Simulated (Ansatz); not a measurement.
Calculated with Ansatz (gas phase, PBE0-D4/def2-TZVP geometries, no zero-point term in ΔE). CBS: MP2 limit from def2 TZ/QZ plus the TZ coupled-cluster correction, frozen cores. DFT in def2-TZVPP. For Ga outer-core shells are correlated without core-valence functions, which leaves a few kJ/mol of doubt a bond. Scalar relativity is left out up to krypton. One conformer a species, not always the lowest.

Reaction (substitution at a C–C bond): `CC(C)C(C)O` + `[OH][Ga]([OH])[Cl]` → `C[O][Ga]([OH])[Cl]` + `CCC(C)O`

CCSD(T)/CBS gives +15.5 kcal/mol.

Q: Another level gave +14.8 kcal/mol. Which?
A. MP2/def2-TZVPP
B. PBE0/def2-TZVPP
C. ωB97M-V/def2-TZVPP
D. HF/def2-TZVPP

A: C. ωB97M-V 14.8, HF/def2-TZVPP 11.0, PBE0 13.7, MP2/def2-TZVPP 16.7 kcal/mol.

Largest T1 diagnostic among the species: 0.013.

The D4 term adds +1.0 kcal/mol with B3LYP and +0.6 kcal/mol with PBE0; it sums over pairs of atoms, weighted by their polarisabilities, and B3LYP, whose exchange is more repulsive, gets the larger term. From PBE to PBE0 (25 % exact exchange), in def2-TZVPP and without D4, ΔE moves by +0.8 kcal/mol. In def2-TZVPP, CCSD(T) changes the Hartree–Fock value by +4.0 kcal/mol (the triples alone add +0.4 kcal/mol) and MP2 by +5.7 kcal/mol.

B3LYP here is the variant with VWN-RPA as its local correlation; programs differ in this.
